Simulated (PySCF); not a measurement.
In(I)(OH)2 (H2IInO2), SMILES [In]([OH])([OH])[I].

Geometry optimised at B3LYP-D3(BJ)/def2-SVP. The def2 effective core potentials stand for the cores of I, In; spin–orbit coupling is left out. One conformer was computed; it need not be the lowest.

The numbers are results of C-PCM-PBE0/def2-SVP (PySCF), not measurements.

The values are the electrostatic part of the solvation free energy, E(continuum) − E(gas) at the gas-phase geometry, in a cavity of scaled van der Waals radii (PySCF's table); cavitation and dispersion terms are not included. A continuum can't describe solvent molecules that bind to the metal. In vacuum the orbital gap is 5.45 eV. The dipole moment in vacuum is 1.45 D.

```csv
solvent,ε,ΔG(elec) (kcal/mol),dipole (D),gap (eV)
water,78.36,-11.1,1.97,5.68
1-octanol,9.86,-10.0,1.91,5.66
cyclohexanone,15.62,___,___,___
```

Question: Complete the blanks. (Estimate from the structure and the level; the computed values follow.)

Answer: 
- cyclohexanone, ΔG(elec) (kcal/mol): -10.5
- cyclohexanone, dipole (D): 1.93
- cyclohexanone, gap (eV): 5.67
